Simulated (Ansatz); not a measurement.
Computed with Ansatz on PBE0-D4/def2-TZVP structures; ΔE is electronic, products minus reactants. CCSD(T)/CBS adds triple-zeta CCSD(T) − MP2 to the extrapolated MP2 energy (def2 sets, frozen cores). This one scheme is used for every species. DFT in def2-TZVPP. For Br outer-core shells are correlated without core-valence functions, which leaves a few kJ/mol of doubt a bond. Scalar relativity is left out up to krypton. One conformer a species, not always the lowest.

Reaction (hydrogenolysis of the Si–C bond): `C[Si](O)(Cl)Br` + H₂ → `O[SiH](Cl)Br` + CH₄

| species | LDA (SPW92) energy (Eh) |
| --- | --- |
| `C[Si](O)(Cl)Br` | -3432.72153 |
| H₂ | -1.13685 |
| `O[SiH](Cl)Br` | -3393.74449 |
| CH₄ | -40.11572 |

Question: Work out ΔE.

Answer: ΔE = (-3393.74449) + (-40.11572) − (-3432.72153) − (-1.13685) = -0.00183 Eh = -4.8 kJ/mol. CCSD(T)/CBS gives -8.3 kJ/mol.

Largest T1 diagnostic among the species: 0.009.

Leaving LDA and LC-ωPBE aside and taking each functional with its dispersion term where it has one, the values, not all of them listed here, spread over 14.7 kJ/mol, from B2PLYP to revPBE-D4. LDA lies +8.9 kJ/mol from PBE without D4. The D4 term adds +11.5 kJ/mol with B3LYP and +6.3 kJ/mol with PBE0; it sums over pairs of atoms, weighted by their polarisabilities, and B3LYP, whose exchange is more repulsive, gets the larger term. In def2-TZVPP, CCSD(T) changes the Hartree–Fock value by +22.6 kJ/mol (the triples alone add +4.2 kJ/mol) and MP2 by +28.2 kJ/mol.

B3LYP here is the variant with VWN-RPA as its local correlation; programs differ in this.
